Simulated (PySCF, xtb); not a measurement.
ClF₃H₂Si₂, SMILES F[Si](F)(F)[SiH2]Cl. One conformer was computed; it need not be the lowest.

Harmonic wavenumbers (cm⁻¹) from GFN2-xTB (xtb) at its own minimum, in rising order: 14, 83, 113, 146, 225, 232, 264, 441, 457, 548, 590, 699, 789, 865, 898, 899, 2228, 2246.

Task: What does PySCF with PBE-D3(BJ)/def2-SVP give at its own minimum? (The exact figures need the calculation; the answer reports its results.)

Result: 35, 69, 124, 168, 279, 280, 303, 471, 482, 547, 665, 772, 841, 893, 941, 946, 2177, 2191. Paired by order, the mean absolute difference is 38 cm⁻¹ and the zero-point energies are 16.8 and 17.4 kcal/mol.
